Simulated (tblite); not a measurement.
C6H3ClNO (doublet state).
SMILES: `C(#C[CH2])c1noc(Cl)c1`

The geometry is computed with GFN2-xTB (gas phase). This method treats the open shell by occupation alone, without spin polarisation.

Masses are those of the commonest isotopes; rigid-rotor values at the optimised geometry. 

Problem. Give the principal moments of inertia and the rotational constants in MHz.

Solution. Ia = 79.63, Ib = 878.12, Ic = 957.71 u·Å²; 505379 MHz·u·Å²/I gives A = 6346, B = 575.5, C = 527.7 MHz.

Problem. What kind of rotor is it?

Solution. A near-prolate asymmetric top. Ray's parameter κ = (2B − A − C)/(A − C) = -0.984; −1 is the prolate and +1 the oblate limit.

Problem. What does the inertial defect say?

Solution. Not planar: Δ = Ic − Ia − Ib = -0.04 u·Å². For a rigid frame Δ = −2 Σ m c², so Σ m c² = 0.02 u·Å² lies off the ab plane: 0.00 from hydrogen and 0.02 from heavier atoms. The atom farthest from that plane is 0.04 Å away.

Problem. Give the coordinates in the principal-axis frame, origin at the centre of mass.

Solution. The sense of each axis is arbitrary; atoms in the order of the calculation.
```json
{"atom": "C1", "mass (u)": "12.000", "a (Å)": "4.656", "b (Å)": "0.492", "c (Å)": "0.019"}
{"atom": "C2", "mass (u)": "12.000", "a (Å)": "3.342", "b (Å)": "0.254", "c (Å)": "-0.001"}
{"atom": "C3", "mass (u)": "12.000", "a (Å)": "2.131", "b (Å)": "0.028", "c (Å)": "-0.016"}
{"atom": "C4", "mass (u)": "12.000", "a (Å)": "0.766", "b (Å)": "-0.188", "c (Å)": "-0.014"}
{"atom": "C5", "mass (u)": "12.000", "a (Å)": "-0.262", "b (Å)": "0.813", "c (Å)": "-0.016"}
{"atom": "C6", "mass (u)": "12.000", "a (Å)": "-1.405", "b (Å)": "0.077", "c (Å)": "-0.003"}
{"atom": "Cl7", "mass (u)": "34.969", "a (Å)": "-3.037", "b (Å)": "0.530", "c (Å)": "0.008"}
{"atom": "O8", "mass (u)": "15.995", "a (Å)": "-1.121", "b (Å)": "-1.236", "c (Å)": "0.006"}
{"atom": "N9", "mass (u)": "14.003", "a (Å)": "0.219", "b (Å)": "-1.397", "c (Å)": "-0.001"}
{"atom": "H10", "mass (u)": "1.008", "a (Å)": "5.361", "b (Å)": "-0.320", "c (Å)": "0.043"}
{"atom": "H11", "mass (u)": "1.008", "a (Å)": "5.036", "b (Å)": "1.498", "c (Å)": "0.017"}
{"atom": "H12", "mass (u)": "1.008", "a (Å)": "-0.146", "b (Å)": "1.874", "c (Å)": "-0.026"}
```

Problem. Estimate the classical rotational partition function at 50 K, 100 K and 298.15 K.

Solution. Point group Cs, symmetry number σ = 1; q = (√π/σ)·√((kT/h)³/(ABC)), k/h = 20836.6 MHz/K: 42900 at 50 K, 121000 at 100 K, 625000 at 298.15 K.

For this open shell read J as N, the rotation without spin; fine and hyperfine splittings come on top. Its GFN2-xTB frequencies are all real (lowest 74 cm⁻¹). Zero-point vibration and centrifugal distortion are left out.

On one thread of an Arm Neoverse V2, on a shared host, this took 0.28 s. That covers the optimisation of the geometry.
